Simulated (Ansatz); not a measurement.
Na4H4. The state is a singlet with charge 0. Geometry r2SCAN-D4/def2-SVP; atoms count from 1.

```xyz
8

Na   -1.5063    0.6805    0.9143
Na   -0.2527   -1.8388   -0.3483
Na    0.2175    0.9257   -1.6317
Na    1.5422    0.2324    1.0654
H     0.2630    1.9109    0.3635
H     1.5651   -0.7076   -0.9511
H    -0.2262   -0.9621    1.6964
H    -1.6025   -0.2411   -1.1084
```

The structure comes from a short search, and lower isomers may exist.

Question: Estimate the Mulliken populations from the PBE0/def2-TZVP orbitals of Ansatz.

Answer: 
```csv
atom,charge (e)
Na1,0.37
Na2,0.37
Na3,0.37
Na4,0.37
H5,-0.37
H6,-0.37
H7,-0.37
H8,-0.37
```
Mulliken values depend strongly on the basis.
